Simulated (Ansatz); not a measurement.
System: sum formula Si2H2Cl3, net charge 0, doublet state. It need not be the lowest isomer of its formula. 
Coordinates optimised at B3LYP-D3(BJ)/def2-TZVP (Ansatz, a program for electronic structure):
```
Si
Cl 1 2.0540
Cl 1 2.0540 2 108.76
Cl 1 2.0585 2 107.86 3 -116.75
Si 1 2.3189 2 109.64 4 -123.41
H 5 1.4828 1 111.78 2 -176.48
H 5 1.4829 6 111.46 1 125.92
```
Charge 0, spin multiplicity 2.

Quantity: atomisation energy (electronic, to ground-state atoms), in kcal/mol. Correlated levels leave the core frozen unless marked. Open shells are spin-unrestricted. Spin-orbit coupling is left out. Non-relativistic. The coupled-cluster limit lacks core correlation, which all-electron functionals hold. CBS(X,Y): correlation extrapolated as X^-3; Hartree-Fock from the larger set.

```csv
level,program,atomisation energy (kcal/mol)
HF/cc-pV(T+d)Z,Ansatz,365.3
HF/cc-pV(Q+d)Z,Ansatz,366.5
BLYP-D3(BJ)/def2-TZVPD,Ansatz + dftd3,478.7
revPBE-D4/def2-TZVPD,Ansatz + dftd4,486.0
r2SCAN0/def2-TZVPD,Ansatz,488.8
HSE06-D3(BJ)/def2-TZVPD,Ansatz + dftd3,491.9
B2GP-PLYP-D4/def2-TZVPD,Ansatz + dftd4,480.4
B2PLYP-D4/def2-TZVPD,Ansatz + dftd4,480.3
CCSD(T)/cc-pV(Q+d)Z,Ansatz,483.4
"CCSD(T)/CBS(cc-pV(T+d)Z,cc-pV(Q+d)Z)",Ansatz,492.9
```
